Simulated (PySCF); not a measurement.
Si(H)(OH)2(SH) (H4O2SSi), SMILES O[SiH](O)S. Atoms are numbered in the order given.

```xyz
8

Si    -0.5469    -0.0162    -0.2324
O     -0.3065    -1.0233    -1.5213
O     -1.0927    -0.9310     1.0419
S      1.2401     0.9551     0.4876
H     -1.5054     0.9915    -0.7289
H      0.3143    -1.7537    -1.3842
H     -1.0800    -0.5182     1.9169
H      1.2797     1.8602    -0.5169
```

Geometry: TPSSh-D3(BJ)/def2-SVP. One conformer was computed; it need not be the lowest.

Method: CAM-B3LYP/def2-TZVP run with PySCF.

Atomic charges (e):

```tsv
atom	Löwdin	Mulliken	IAO
Si1	-0.23	0.61	1.29
O2	-0.12	…	-0.79
O3	-0.13	…	-0.81
S4	0.11	-0.33	-0.36
H5	-0.05	…	-0.17
H6	0.18	…	0.37
H7	0.18	…	0.37
H8	0.05	0.15	0.10
```

Problem. Complete the blanks. (An estimate is asked for; the answer gives what the named calculation found.)

Solution. 
- O2, Mulliken: -0.52
- O3, Mulliken: -0.51
- H5, Mulliken: -0.05
- H6, Mulliken: 0.33
- H7, Mulliken: 0.33

Computed Mayer and Wiberg (Löwdin basis) orders of the bonds:
```tsv
bond	Mayer	Wiberg
Si1–O2	1.22	1.70
Si1–O3	1.17	1.68
Si1–S4	1.14	1.59
Si1–H5	0.94	0.92
O2–H6	0.87	1.01
O3–H7	0.87	1.01
S4–H8	0.95	1.01
```
